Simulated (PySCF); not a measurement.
# Ionisation energy of As⁺ by level of theory

As⁺ [Ar] 3d10 4s2 4p2 (3P) → As²⁺ [Ar] 3d10 4s2 4p1 (2P), as a difference of total energies. Calculation: PySCF 2.14, in jorge-DZP-DKH (8s6p2d1f, 43 functions); scalar relativity by spin-free X2C-1e. Correlated levels: valence: [Ar] 3d10 frozen. The calculations carry no spin-orbit coupling.

```json
{"method": "UHF", "ionisation energy (eV)": "17.947"}
{"method": "PBE0", "ionisation energy (eV)": "18.486"}
{"method": "BP86", "ionisation energy (eV)": "18.544"}
{"method": "MP2 (valence)", "ionisation energy (eV)": "17.928"}
{"method": "SCS-MP2 (valence)", "ionisation energy (eV)": "17.880"}
{"method": "CCSD (valence)", "ionisation energy (eV)": "17.859"}
{"method": "CCSD(T) (valence)", "ionisation energy (eV)": "17.860"}
```

**Question.** How much does correlation contribute at CCSD(T) (valence)?

**Answer.** 17.860 − (17.947) = -0.087 eV, measured against UHF.

The reference lies between the lowest fine-structure levels, while these numbers refer to the centres of the terms.

Errors of the correlated levels include the incompleteness of this basis and the frozen core.

For comparison: 18.589 eV (measured; NIST Atomic Spectra Database, ionization energies).
